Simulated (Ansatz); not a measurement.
HMoO$_{3}$ (SMILES [O]=[Mo+](=[O])[OH]), charge +1, singlet, geometry from GFN2-xTB (such geometries of metal compounds can be far from the true shape) (the multiplicity is a formal guess) (core potentials on Mo); WB97X/def2-SVPD (Ansatz, a program for electronic structure).

Here is a job for Ansatz.
Ansatz 0.2 input:
```yaml
crystal:
  periodic: [false, false, false]
  atoms:
    - {symbol: Mo, position_ang: [0.09223146, 0.08525015, 0.13176003]}
    - {symbol: O, position_ang: [1.36355371, -0.59271083, -0.67407667]}
    - {symbol: O, position_ang: [-0.72246328, -1.01222082, 1.05755379]}
    - {symbol: O, position_ang: [-0.93177700, 0.98272098, -0.88439273]}
    - {symbol: H, position_ang: [-1.54822875, 1.39717903, -1.52659646]}
basis:
  gaussian:
    orbitals: def2-SVPD
hamiltonian:
  xc: {name: wB97X}
total_charge: 1
```

What the program printed (banner, timings and long lists left out):

```
Functional definition: wB97X
940 factors; their error is unknown
312 factors; integrals over basis functions are off by at most 2.0e-5 eV
mean field evaluation 1: about -7968.9554 eV, gradient 1.3e2 eV
mean field evaluation 2: about -7766.2476 eV, gradient 3.3e2 eV
mean field evaluation 4: about -7998.0452 eV, gradient 2.7e1 eV
mean field evaluation 8: about -7999.2890 eV, gradient 2.3e-1 eV
mean field evaluation 16: about -7999.3222 eV, gradient 1.4e-3 eV
mean field -7999.32216655 eV, -293.9696674853 hartree, gradient 5.2e-5 eV, S^2 0.000000; 0 other end points of the search recorded, 0 dependent functions left out
reference -7999.32212158 eV, -293.9696658329 hartree; 19, 19 occupied and 92, 92 virtual orbitals, 940 factors
Total energy: -7999.32212158 eV, -293.9696658329 hartree
```
